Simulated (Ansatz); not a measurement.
Frontier orbitals of `[NH]=[Nb]([F])([F])[Cl]`.

Total charge 0; spin multiplicity 1. Correlated methods include outer-core shells of Nb, which these sets cover unevenly. Nb takes the def2 core potential. Geometry: relaxed with PBE0-D4/def2-TZVP. It is one conformer, not always the lowest. Basis def2-TZVPP, Ansatz 0.2.0.

| functional | HOMO (eV) | LUMO (eV) | gap (eV) |
| --- | --- | --- | --- |
| PBE | -7.40 | -2.93 | 4.47 |
| r2SCAN | -7.72 | -2.86 | 4.86 |
| B97M-V | -7.73 | -2.82 | 4.91 |
| PBE0 | -8.80 | -2.14 | 6.66 |
| CAM-B3LYP | -10.16 | -1.05 | 9.11 |
| ωB97X-V | -11.15 | 0.08 | 11.23 |
| ωB97M-V | -11.04 | 0.03 | 11.07 |

Against PBE, PBE0 changes HOMO and LUMO by −1.40 and +0.79 eV, ωB97M-V by −3.64 and +2.97 eV. A gap of 4.47 eV thus becomes 11.07 eV for the same molecule, so an orbital gap means little without its functional. A positive LUMO is unbound and depends on the basis.
